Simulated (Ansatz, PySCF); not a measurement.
Potential energy surface of CH4B (anion, charge -1), singlet: twist about the double or partial double bond, both ends planar. Scanned: twist about the central bond. Other coordinates (C-B length, H-C-B angle, H-B-C angle, C-H length, B-H length) were minimised at PBE0/def2-TZVP.

- UKS-PBE/aug-cc-pVDZ = unrestricted PBE/aug-cc-pVDZ run with Ansatz (a quantum-chemistry and plane-wave program)
- B3LYP = unrestricted B3LYP/aug-cc-pVDZ in PySCF
- CCSD(T) on UHF/aug-cc-pVDZ, 2 core orbitals frozen (PySCF)

Energies relative to the lowest point of each profile, in kcal/mol; the last columns give the difference from CCSD(T):

| at / ° | UKS-PBE/aug-cc-pVDZ | B3LYP | CCSD(T) | UKS-PBE/aug-cc-pVDZ − CCSD(T) | B3LYP − CCSD(T) |
|---|---|---|---|---|---|
| 0 | 0.0 | 0.0 | 0.0 | 0.0 | 0.0 |
| 7.50 | 0.5 | 0.5 | 0.5 | 0.0 | 0.0 |
| 15 | 1.9 | 2.0 | 2.0 | -0.1 | 0.0 |
| 22.50 | 4.3 | 4.4 | 4.4 | -0.1 | 0.0 |
| 30 | 7.5 | 7.8 | 7.8 | -0.3 | 0.0 |
| 37.50 | 11.6 | 12.0 | 12.0 | -0.4 | 0.0 |
| 45 | 16.5 | 17.0 | 17.2 | -0.7 | -0.2 |
| 52.50 | 22.0 | 22.7 | 23.3 | -1.3 | -0.6 |
| 60 | 28.2 | 29.0 | 30.1 | -2.0 | -1.1 |
| 67.50 | 34.7 | 35.6 | 37.5 | -2.8 | -1.9 |
| 75 | 41.5 | 42.4 | 45.1 | -3.7 | -2.7 |
| 82.50 | 47.7 | 48.7 | 52.2 | -4.6 | -3.5 |
| 90 | 52.7 | 52.9 | 61.3 | -8.6 | -8.5 |

UKS-PBE/aug-cc-pVDZ is furthest from CCSD(T) at 90 (-8.6 kcal/mol, below); its mean absolute difference over the points is 1.9 kcal/mol.

B3LYP is furthest from CCSD(T) at 90 (-8.5 kcal/mol, below); its mean absolute difference over the points is 1.4 kcal/mol.

The unrestricted determinant behind UKS-PBE/aug-cc-pVDZ is spin-contaminated on part of the scan (<S²> up to 0.3, against 0.00 for the pure state). Near 90° the triplet can lie below this singlet. The unrestricted determinant behind B3LYP is spin-contaminated on part of the scan (<S²> up to 0.1, against 0.00 for the pure state). The unrestricted determinant behind CCSD(T) is spin-contaminated on part of the scan (<S²> up to 1.0, against 0.00 for the pure state).
